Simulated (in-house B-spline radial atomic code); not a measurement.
A fraction x of an electron is removed from 5p in the ytterbium ion Yb³⁺, starting from [Xe] 4f13 and keeping the highest spin. Method: scalar-relativistic (X2C) wB97X, spin-polarised, spherical fractional occupations, Fermi nucleus of rms radius 5.3108 fm. Calculated with an all-electron radial atomic-structure program (B-spline basis).

Caution: exact exchange at fractional occupations of open shells leaves self-interaction of up to several eV.

| x | E(x) - E(0) (eV) | 5p down level (eV) |
| --- | --- | --- |
| 0 | 0.0000 | -61.395 |
| 0.04 | 2.4646 | -61.837 |
| 0.17 | ? | ? |
| 0.37 | 23.4768 | -65.519 |
| 0.49 | ? | ? |
| 0.5 | 32.0896 | -66.986 |
| 0.51 | 32.7600 | -67.099 |
| 0.65 | 42.2651 | -68.690 |
| 0.86 | 56.9420 | -71.094 |
| 0.99 | 66.2818 | -72.595 |

Task: What belongs in the row x = 0.17?

Result: An energy change of 10.5972 eV; 5p down at -63.281 eV.

Task: What belongs in the row x = 0.49?

Result: An energy change of 31.4203 eV; 5p down at -66.873 eV.

Task: Check Janak's theorem between x = 0.5 and 0.51.

Result: The slope of the energy is 67.04 eV; the orbital levels give 67.04 eV (-ε of the emptying orbital, averaged over the two points).
